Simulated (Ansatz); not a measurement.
Results of the Gaussian-basis code of Ansatz.

A structure relaxed at PBE0-D4/def2-TZVP, charge 0, multiplicity 1:

Cartesian coordinates in Å:
```
C 0.847 -1.616 -1.085
C 1.149 -0.702 -0.165
Si -0.068 0.526 0.494
N -1.330 0.676 -0.652
O -0.779 0.125 1.926
O 0.818 1.863 0.840
H -0.150 -1.679 -1.514
H 1.575 -2.336 -1.449
H 2.163 -0.686 0.231
H -1.111 0.852 -1.620
H -2.191 1.129 -0.392
H -1.374 -0.625 1.905
H 0.452 2.474 1.480
```

Give its formula and SMILES.

C2H7NO2Si, `C=C[Si](N)(O)O`.

Point group (tolerance 0.08 Å, 0.16 Å for H)?

C1.

Summarise the bond lengths by kind.

1 × C–C 1.331 Å; 3 × C–H 1.087 to 1.089 Å; 1 × C–Si 1.850 Å; 1 × N–Si 1.712 Å; 2 × O–Si 1.640 to 1.648 Å; 2 × H–N 1.008 Å; 2 × H–O 0.958 Å.
